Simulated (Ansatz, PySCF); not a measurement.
Spin states of HOTa (SMILES [OH][Ta]), each relaxed with B3LYP-D3(BJ)/def2-TZVP.
State 1 (charge 0, multiplicity 3):
```xyz
3

Ta    -0.978    -0.823    -0.871
O      0.177     0.155     0.149
H      0.768     0.715     0.652
```
State 2 (charge 0, multiplicity 5):
```xyz
3

Ta    -0.97400    -0.69509    -0.90466
O      0.31373    -0.08421     0.37456
H      0.62710     0.82668     0.45987
```

Singlets are restricted, other states unrestricted; no spin–orbit coupling, no relativity up to Kr; see below for the cores. The largest T1 diagnostic is 0.055.

Correlated levels freeze the inner cores; with def2 sets outer-core shells near the valence are correlated too.

Run with Ansatz (Gaussian basis) for Hartree–Fock, density functionals and correlated methods; PySCF for the dispersion terms.  In def2 rows elements past Kr take small-core potentials, without spin–orbit coupling.

Problem. What energy of the multiplicity-5 state less that of the multiplicity-3 state does B3LYP/def2-TZVPP give?

Solution. 0.51 eV

Ansatz is an electronic-structure program.
